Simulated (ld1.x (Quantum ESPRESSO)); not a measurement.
## LDA (PZ) ultrasoft dataset for vanadium (V), scalar-relativistic all-electron reference.

- Element: V
- Generator: ld1.x (Quantum ESPRESSO) 7.5
- Type: ultrasoft
- Functional: LDA (PZ)
- Relativity: scalar-relativistic
- Frozen core: [Ne] 3s2
- Valence charge: 11
- Reference configuration: 3p6 3d3 4s1 4p0 (charge +1)
- Partial waves: 4s (bound): rcut 2.05, rcutus 2.45 bohr; 4s channel at 0.05 Ry: rcut 2.05, rcutus 2.45 bohr; 3p (bound): rcut 1.40, rcutus 1.65 bohr; 4p (bound, empty): rcut 1.40, rcutus 1.65 bohr; 3d (bound): rcut 1.60, rcutus 2.74 bohr; 3d channel at 0.1 Ry: rcut 1.60, rcutus 2.74 bohr; 4f channel at 0.4 Ry: rcut 2.25, rcutus 2.50 bohr; 4f channel at 2.95 Ry: rcut 2.25, rcutus 2.50 bohr
- Local potential: all-electron potential smoothed inside 2.20 bohr (lloc = -2)
- Core correction: a·sin(br)/r model core inside 1.45 bohr
- Augmentation charge: PSQ, inside the norm-conserving radii

- Cutoffs needed: 30 Ry and 55 Ry (the cutoffs (Ry, on a coarse ladder) from which the occupation-weighted sum of valence levels, in a spherical-Bessel basis at the reference potential, stays within 10 and 1 mRy of its value at 400 Ry)
- Ghost test: no extra level below or beside the all-electron valence levels (s, p, d, f tested) (spherical-Bessel basis up to 400 Ry, 20 bohr box)
- Configuration tests: test run stopped at test 3 of 9 (negative rho)
- Lowest eigenvalue of the overlap operator: 0.13 (p channel)
- Density cutoff estimated by the generator: 225 Ry
